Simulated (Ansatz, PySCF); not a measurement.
The pair A = C2H2 (SMILES C#C) (first 4 atoms), B = CH3Cl (SMILES CCl); geometry from B3LYP-D3(BJ)/def2-TZVP.
(charge 0, multiplicity 1):
```xyz
9

C      0.4105     0.0760     0.0350
C      0.5504    -0.8200    -0.7470
H      0.2830     0.8598     0.7446
H      0.6762    -1.6077    -1.4491
C     -0.3054    -0.7421     3.4766
Cl    -0.2563     1.0550     3.4467
H      0.4550    -1.0876     4.1700
H     -1.2941    -1.0456     3.8063
H     -0.1053    -1.1028     2.4722
```

Frozen-core correlation. CBS(a, b) extrapolates the correlation energy as X⁻³ and adds the Hartree–Fock energy of set b. MP2 and its Hartree–Fock in aug-cc-pV(T+d)Z are density fitted.

Run with Ansatz (a quantum-chemistry and plane-wave program); PySCF for the dispersion terms. Each number belongs to the level named beside it.

The monomers are drawn apart, rigid, along the line of their centres of mass. Counterpoise-corrected interaction energies (kcal/mol):

| level | R = 5.087 Å | R = 6.192 Å |
|---|---|---|
| PBE/def2-TZVPPD | -0.7706 | -0.2545 |
| PBE-D3(BJ)/def2-TZVPPD | -1.1224 | -0.3611 |
| wB97M-V/def2-TZVPPD | -0.9526 | -0.3400 |
| MP2/CBS(aug-cc-pV(D+d)Z, aug-cc-pV(T+d)Z) + ΔCCSD(T)/aug-cc-pV(D+d)Z | -0.9623 | -0.3318 |

Problem. R is the distance of the centres of mass. Find the local exponent m of E ∝ R⁻ᵐ between the two points.

Solution. 
m = ln(E₁/E₂)/ln(R₂/R₁): PBE/def2-TZVPPD 5.6; PBE-D3(BJ)/def2-TZVPPD 5.8; wB97M-V/def2-TZVPPD 5.2; MP2/CBS(aug-cc-pV(D+d)Z, aug-cc-pV(T+d)Z) + ΔCCSD(T)/aug-cc-pV(D+d)Z 5.4. For scale, two fixed dipoles give m = 3, dipole and quadrupole 4, quadrupoles 5, and dispersion or dipole-induced dipole 6 at long range; at these distances several terms mix, and what is left of overlap and damping shifts m, so it need not match one of them.
